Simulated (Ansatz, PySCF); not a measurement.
CH4BrGaO, SMILES C[O][GaH][Br]. Atoms are numbered in the order given.

```xyz
8

Ga    -0.8357    -0.5838    -0.1804
H     -2.0235    -1.0271     0.7022
Br     0.8421     0.8033     0.5372
O     -0.7032    -1.1433    -1.8520
C      0.3006    -0.8387    -2.7783
H      0.7963    -1.7652    -3.1169
H     -0.1395    -0.3513    -3.6658
H      1.0784    -0.1663    -2.3724
```
Charge 0, spin multiplicity 1.

Coordinates come from a PBE0-D3(BJ)/def2-SVP optimisation. One conformer was computed; it need not be the lowest.

Two levels are set side by side: PBE-D3(BJ)/def2-SVP (Ansatz, an electronic-structure program) and PBE0-D3(BJ)/def2-SVP (Ansatz). Each level has its own optimised geometry; the coordinates shown are those of the second. Frequencies come from the Hessian of PySCF at each geometry. Differences are taken from unrounded values.

```tsv
quantity	PBE0-D3(BJ)
mean bond length (Å)	1.474
bond Ga1–Br3 (Å)	2.292
bond Ga1–O4 (Å)	1.768
bond O4–C5 (Å)	1.399
bond Ga1–H2 (Å)	1.545
bond C5–H6 (Å)	1.104
bond C5–H7 (Å)	1.104
bond C5–H8 (Å)	1.105
highest harmonic wavenumber (cm⁻¹)	3107
mean harmonic wavenumber (cm⁻¹)	1213
zero-point energy (kcal/mol)	31.22
```

What does PBE-D3(BJ) give, and how far is it from PBE0-D3(BJ)? (An estimate is asked for; the answer gives what the named calculation found.)


```json
[
 {"quantity": "mean bond length (Å)", "PBE-D3(BJ)": "1.487", "PBE-D3(BJ) minus PBE0-D3(BJ)": "0.013"},
 {"quantity": "bond Ga1–Br3 (Å)", "PBE-D3(BJ)": "2.311", "PBE-D3(BJ) minus PBE0-D3(BJ)": "0.019"},
 {"quantity": "bond Ga1–O4 (Å)", "PBE-D3(BJ)": "1.790", "PBE-D3(BJ) minus PBE0-D3(BJ)": "0.022"},
 {"quantity": "bond O4–C5 (Å)", "PBE-D3(BJ)": "1.415", "PBE-D3(BJ) minus PBE0-D3(BJ)": "0.015"},
 {"quantity": "bond Ga1–H2 (Å)", "PBE-D3(BJ)": "1.555", "PBE-D3(BJ) minus PBE0-D3(BJ)": "0.011"},
 {"quantity": "bond C5–H6 (Å)", "PBE-D3(BJ)": "1.113", "PBE-D3(BJ) minus PBE0-D3(BJ)": "0.009"},
 {"quantity": "bond C5–H7 (Å)", "PBE-D3(BJ)": "1.113", "PBE-D3(BJ) minus PBE0-D3(BJ)": "0.009"},
 {"quantity": "bond C5–H8 (Å)", "PBE-D3(BJ)": "1.114", "PBE-D3(BJ) minus PBE0-D3(BJ)": "0.009"},
 {"quantity": "highest harmonic wavenumber (cm⁻¹)", "PBE-D3(BJ)": "3008", "PBE-D3(BJ) minus PBE0-D3(BJ)": "-99"},
 {"quantity": "mean harmonic wavenumber (cm⁻¹)", "PBE-D3(BJ)": "1168", "PBE-D3(BJ) minus PBE0-D3(BJ)": "-45"},
 {"quantity": "zero-point energy (kcal/mol)", "PBE-D3(BJ)": "30.07", "PBE-D3(BJ) minus PBE0-D3(BJ)": "-1.15"}
]
```

Exact exchange shortens and stiffens bonds; PBE has none. Differences between two approximate levels are no errors against the true value.
